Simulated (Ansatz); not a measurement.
A run on BF2H4NSi, SMILES `BN[SiH](F)F` with other settings.

```yaml
crystal:
  periodic: [false, false, false]
  atoms:
    - {symbol: B, position_ang: [-0.165890, 0.725391, 1.240863]}
    - {symbol: N, position_ang: [-0.345392, -0.469664, 0.353162]}
    - {symbol: Si, position_ang: [0.306753, -0.440537, -1.144577]}
    - {symbol: F, position_ang: [1.238972, -1.599377, -1.012776]}
    - {symbol: F, position_ang: [-0.733371, -0.772869, -2.171913]}
    - {symbol: H, position_ang: [-0.784797, 0.791326, 2.315505]}
    - {symbol: H, position_ang: [0.439184, 1.679921, 1.089664]}
    - {symbol: H, position_ang: [-0.885103, -1.054370, 0.610184]}
    - {symbol: H, position_ang: [1.058814, 0.917490, -1.502871]}
basis:
  gaussian: {orbitals: def2-mTZVP, point_charges: [{charge: 2.00, position_ang: [4.944, -0.976, 0.582]}]}
hamiltonian: {xc: {name: SVWN5}}
output: {forces: true}
```

```sh
$ ansatz run in.yaml --threads 2 --pin off --events-out ev --progress --plain --max-ram 4352MiB
```

Output, abridged:

```
Functional definition: SVWN5
988 factors; their error is unknown
mean field evaluation 1: about -15450.1072 eV, gradient 8.6e1 eV
mean field evaluation 2: about -15410.0808 eV, gradient 1.5e2 eV
mean field evaluation 4: about -15462.3736 eV, gradient 1.4e1 eV
mean field evaluation 8: about -15462.7971 eV, gradient 1.5e-1 eV
mean field evaluation 16: about -15462.7754 eV, gradient 1.9e-4 eV
mean field -15462.77538711 eV, -568.2465144308 hartree, gradient 1.8e-5 eV, S^2 0.000000; 0 other end points of the search recorded, 0 dependent functions left out
reference -15462.77542993 eV, -568.2465160043 hartree; 24, 24 occupied and 86, 86 virtual orbitals, 988 factors
Total energy: -15462.77542993 eV, -568.2465160043 hartree
Atom 0 at    -0.165890     0.725391     1.240863 Å, force    -2.457353    -3.070493     0.401929 eV/Å
Atom 1 at    -0.345392    -0.469664     0.353162 Å, force     9.053001    13.872272    -0.480789 eV/Å
Atom 2 at     0.306753    -0.440537    -1.144577 Å, force    -0.075031     5.531495     0.015098 eV/Å
Atom 3 at     1.238972    -1.599377    -1.012776 Å, force     4.613766    -4.284184    -0.373183 eV/Å
Atom 4 at    -0.733371    -0.772869    -2.171913 Å, force    -2.350571    -0.757841    -2.854071 eV/Å
Atom 5 at    -0.784797     0.791326     2.315505 Å, force     0.333360    -0.516891    -0.704545 eV/Å
Atom 6 at     0.439184     1.679921     1.089664 Å, force     1.341588     1.026526    -1.059944 eV/Å
Atom 7 at    -0.885103    -1.054370     0.610184 Å, force    -9.675582   -10.318705     4.710705 eV/Å
Atom 8 at     1.058814     0.917490    -1.502871 Å, force    -0.559678    -1.424823     0.424720 eV/Å
Dipole moment:    -0.448419     0.120871     0.007423 e Å
```

It took 1.3 s on 2 threads of an Intel Xeon Platinum 8488C on a shared host, with 0.16 GiB of host memory at the peak.
